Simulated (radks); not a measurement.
Spin polarisation of the 4p2 shell in the selenium ion Se2+. Start: [Ar] 3d10 4s2 4p(up 1, down 1); electrons of 4p are moved from spin down to spin up, other shells keep equal spins. Method: scalar-relativistic Kohn-Sham, r2SCAN, spin-polarised, spherical densities, finite nucleus; meta-GGA in the generalised Kohn-Sham scheme; Fermi nuclear charge, rms radius of each element as measured or else 0.836 A^(1/3) + 0.57 fm; computed with a radial shooting solver on a logarithmic mesh with Libxc functionals.

moment (Bohr magnetons)  E - E(0) (eV)  e(4p up) (eV)  e(4p down) (eV)  4s down minus up (eV)  3d down minus up (eV)  3p down minus up (eV)
0                                0.000        -25.615          -25.615                 0.000                  0.000                 0.000
0.5                             -0.091        -25.958          -25.231                  0.729                  0.076                  0.050
1                               -0.365        -26.266          -24.794                  1.466                  0.151                  0.100
1.5                             -0.830        -26.544          -24.278                  2.216                  0.228                  0.150
2                               -1.509        -26.794          -23.614                  3.004                  0.306                  0.201

At moment 2 the spin-polarisation energy is -1.509 eV and the 4p exchange splitting 3.180 eV, that is 1.590 eV per Bohr magneton; E = -I m^2/4 would give I = 1.509 eV.
